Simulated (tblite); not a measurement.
A geometry optimisation, step by step.

C₄H₁₃FN₂Si₂.
Numbering: `[F:1][SiH2:2][NH:3][C@@H:4]1[CH2:5][CH2:6][C@@H:7]1[NH:8][SiH3:9]` (hydrogens: H10, H11 on Si2; H12 on N3; H13 on C4; H14, H15 on C5; H16, H17 on C6; H18 on C7; H19 on N8; H20, H21, H22 on Si9)

Computed with GFN2-xTB (tblite), gas phase: L-BFGS steps from a force-field or distance-geometry start until the largest atomic force falls under 0.01 eV/Å. 5 of its 105 geometries are shown.

Step 0: E = -797.8568 eV, largest atomic force 2.408 eV/Å
```
atom  x, y, z in Å  |  force x, y, z in eV/Å
F1     -2.404   -2.595    1.400   -0.002   0.093  -0.030
Si2    -2.184   -1.009    1.500   -0.325   0.845   1.146
N3     -1.233   -0.564    0.175    0.590   1.035  -0.150
C4     -0.711    0.797   -0.070    0.075  -0.626  -0.109
C5     -1.096    1.203   -1.497   -0.207   0.159  -0.729
C6      0.213    0.555   -2.003   -0.137   1.159   0.083
C7      0.772    0.743   -0.568   -0.320  -2.353  -0.401
N8      1.472   -0.487   -0.148   -0.043   0.703  -0.341
Si9     2.414   -0.593    1.273    0.167   0.264   1.049
H10    -1.417   -0.709    2.743   -0.461  -0.340  -0.093
H11    -3.472   -0.289    1.471    0.238  -0.359  -0.033
H12    -0.498   -1.256    0.094    0.395   0.158  -0.521
H13    -0.921    1.538    0.723   -0.097  -0.588  -0.143
H14    -1.110    2.292   -1.649    0.130  -0.304   0.111
H15    -2.022    0.801   -1.920    0.132  -0.070   0.310
H16     0.742    1.113   -2.769    0.066   0.035  -0.195
H17     0.088   -0.476   -2.338    0.041   0.151   0.393
H18     1.331    1.670   -0.442   -0.033  -0.094   0.132
H19     2.040   -0.875   -0.893   -0.442   0.129  -0.361
H20     1.577   -0.148    2.416    0.246  -0.104  -0.317
H21     3.574    0.303    1.085    0.057  -0.084   0.291
H22     2.836   -1.995    1.415   -0.071   0.190  -0.093
```

Step 26: E = -798.3716 eV, largest atomic force 0.083 eV/Å
```
atom  x, y, z in Å  |  force x, y, z in eV/Å
F1     -2.377   -2.501    1.460   -0.043  -0.013  -0.024
Si2    -2.161   -0.913    1.622   -0.011  -0.039   0.013
N3     -1.148   -0.548    0.305   -0.033   0.007   0.040
C4     -0.649    0.729   -0.095    0.043  -0.017  -0.006
C5     -1.094    1.157   -1.515   -0.016   0.003   0.036
C6      0.245    0.648   -2.067   -0.038   0.024  -0.021
C7      0.812    0.671   -0.641    0.053   0.032  -0.048
N8      1.614   -0.438   -0.229   -0.010  -0.011   0.054
Si9     2.433   -0.533    1.276    0.021  -0.034   0.017
H10    -1.615   -0.789    2.969    0.039   0.069   0.024
H11    -3.463   -0.275    1.467    0.005  -0.004   0.004
H12    -0.639   -1.307   -0.123    0.036  -0.007  -0.030
H13    -0.833    1.456    0.700   -0.007  -0.015  -0.045
H14    -1.184    2.237   -1.594   -0.052   0.002  -0.036
H15    -1.997    0.681   -1.887    0.022  -0.021  -0.003
H16     0.744    1.273   -2.806    0.012   0.001   0.014
H17     0.169   -0.369   -2.451    0.001   0.032   0.002
H18     1.319    1.621   -0.439    0.025   0.009   0.038
H19     1.861   -1.062   -0.977   -0.012  -0.019  -0.057
H20     1.485   -0.107    2.307    0.022  -0.024   0.009
H21     3.630    0.324    1.352   -0.040   0.024  -0.005
H22     2.837   -1.935    1.364   -0.015   0.001   0.023
```

Step 52: E = -798.4470 eV, largest atomic force 0.107 eV/Å
```
atom  x, y, z in Å  |  force x, y, z in eV/Å
F1     -2.417   -2.425    1.564    0.022   0.000   0.014
Si2    -2.123   -0.845    1.655   -0.040  -0.002   0.044
N3     -0.989   -0.598    0.406   -0.047   0.017   0.046
C4     -0.569    0.671   -0.099   -0.048   0.018  -0.022
C5     -1.088    1.028   -1.509    0.019   0.022  -0.090
C6      0.313    0.787   -2.089    0.036  -0.049  -0.012
C7      0.887    0.709   -0.665    0.010  -0.019   0.052
N8      1.758   -0.380   -0.357    0.002   0.014   0.106
Si9     2.375   -0.566    1.246    0.028  -0.019   0.013
H10    -1.552   -0.600    2.975   -0.005   0.005  -0.040
H11    -3.420   -0.205    1.451    0.010  -0.009   0.010
H12    -0.806   -1.360   -0.227    0.038  -0.008  -0.068
H13    -0.775    1.420    0.667   -0.005   0.008   0.036
H14    -1.415    2.060   -1.593   -0.026   0.035   0.000
H15    -1.870    0.372   -1.885   -0.037  -0.013   0.005
H16     0.721    1.566   -2.729   -0.018   0.018   0.022
H17     0.396   -0.167   -2.607    0.006  -0.029  -0.050
H18     1.381    1.635   -0.367    0.068   0.017   0.018
H19     1.473   -1.227   -0.825   -0.051  -0.042  -0.027
H20     1.404   -0.329    2.326    0.052  -0.001  -0.039
H21     3.457    0.422    1.356   -0.043  -0.026   0.015
H22     2.848   -1.949    1.304    0.028   0.062  -0.033
```

Step 78: E = -798.4783 eV, largest atomic force 0.061 eV/Å
```
atom  x, y, z in Å  |  force x, y, z in eV/Å
F1     -2.313   -2.424    1.655   -0.007   0.009   0.018
Si2    -2.143   -0.823    1.686   -0.005  -0.007   0.026
N3     -1.112   -0.549    0.358   -0.011  -0.031   0.012
C4     -0.636    0.701   -0.139    0.021  -0.015   0.020
C5     -1.070    1.042   -1.584    0.003  -0.002   0.006
C6      0.366    0.808   -2.078    0.002  -0.004  -0.018
C7      0.852    0.681   -0.621    0.031  -0.005   0.000
N8      1.651   -0.455   -0.291    0.020  -0.048   0.001
Si9     2.431   -0.602    1.240    0.009  -0.006   0.010
H10    -1.527   -0.494    2.966   -0.010   0.004  -0.042
H11    -3.493   -0.289    1.525    0.006   0.002   0.019
H12    -0.912   -1.321   -0.260   -0.003  -0.009  -0.026
H13    -0.856    1.464    0.607   -0.031   0.021  -0.011
H14    -1.414    2.066   -1.699    0.013   0.013  -0.012
H15    -1.820    0.368   -1.992   -0.010  -0.007  -0.002
H16     0.809    1.621   -2.646    0.015   0.040  -0.012
H17     0.489   -0.113   -2.646   -0.011  -0.033   0.026
H18     1.389    1.569   -0.284   -0.004   0.026   0.025
H19     1.277   -1.304   -0.691    0.013   0.037   0.005
H20     1.545   -0.539    2.413    0.031   0.004  -0.023
H21     3.380    0.517    1.300   -0.049  -0.037   0.000
H22     3.096   -1.904    1.180   -0.022   0.048  -0.023
```

Step 104: E = -798.4838 eV, largest atomic force 0.010 eV/Å
```
atom  x, y, z in Å  |  force x, y, z in eV/Å
F1     -2.302   -2.412    1.730    0.000  -0.003  -0.001
Si2    -2.143   -0.811    1.694    0.003  -0.002   0.006
N3     -1.156   -0.562    0.328   -0.003   0.000   0.000
C4     -0.665    0.689   -0.156   -0.002  -0.001   0.001
C5     -1.059    1.038   -1.609   -0.004   0.001  -0.001
C6      0.391    0.815   -2.066   -0.002   0.002  -0.005
C7      0.838    0.680   -0.597    0.001   0.000  -0.003
N8      1.633   -0.459   -0.269    0.002   0.001   0.002
Si9     2.451   -0.617    1.238    0.003   0.002   0.001
H10    -1.478   -0.421    2.930    0.003  -0.002  -0.001
H11    -3.505   -0.297    1.575    0.000   0.003   0.003
H12    -1.010   -1.323   -0.318    0.004   0.002   0.001
H13    -0.910    1.452    0.583    0.002   0.003   0.000
H14    -1.401    2.063   -1.728   -0.001   0.002   0.002
H15    -1.797    0.366   -2.044   -0.001   0.000  -0.005
H16     0.845    1.633   -2.618    0.002   0.002  -0.006
H17     0.531   -0.107   -2.627    0.004   0.000  -0.001
H18     1.359    1.567   -0.232   -0.001   0.000   0.001
H19     1.252   -1.304   -0.669    0.002  -0.007  -0.001
H20     1.601   -0.639    2.437   -0.004   0.000   0.005
H21     3.339    0.546    1.314   -0.008  -0.005   0.002
H22     3.177   -1.877    1.105    0.000   0.002  -0.001
```

Task: Summarise the path.

Result: The energy falls by 0.6270 eV from step 0 to step 104; nine tenths of that is first reached at step 45. It rises by more than 0.2 meV at step 38. The largest force goes from 2.408 to 0.010 eV/Å. Among the bonds N3–C4 changes most, from 1.479 to 1.428 Å; the atoms move by 0.412 Å rms after alignment.

The cost below is that of the whole relaxation. Hardware: Arm Neoverse N1, one thread, no GPU, on a shared host. Cost: 1.8 s wall.
